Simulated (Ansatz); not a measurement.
The cluster Hg2O⁺. Charge 1, multiplicity 2. Geometry PBE-D4/def2-TZVP, that of the neutral singlet; atoms count from 1.

```xyz
3

Hg    1.7101   -0.2904    1.0928
Hg   -1.7108    0.2907   -1.0916
O     0.0007   -0.0003   -0.0011
```

In the def2 sets Hg takes a core potential; there is no spin–orbit coupling. The structure comes from a short search, and lower isomers may exist.

(1) Estimate the Mulliken populations from the PBE0/def2-TZVP orbitals of Ansatz.

(2) Where does the spin sit?

(3) And the Mayer bond orders between bonded heavy atoms (over 0.3)?

Answers

(1) 
| atom | charge (e) | spin (α − β) | d electrons |
| --- | --- | --- | --- |
| Hg1 | 0.88 | 0.58 | 9.93 |
| Hg2 | 0.88 | 0.58 | 9.93 |
| O3 | -0.76 | -0.17 | – |
Mulliken values and Mayer orders depend strongly on the basis.

(2) Summed by element: Hg 1.17, O -0.17, of 1 unpaired in all. Largest on single atoms: Hg1 0.58, Hg2 0.58, O3 -0.17.

(3) Hg1–O3 0.72 (2.05 Å); Hg2–O3 0.72 (2.05 Å).
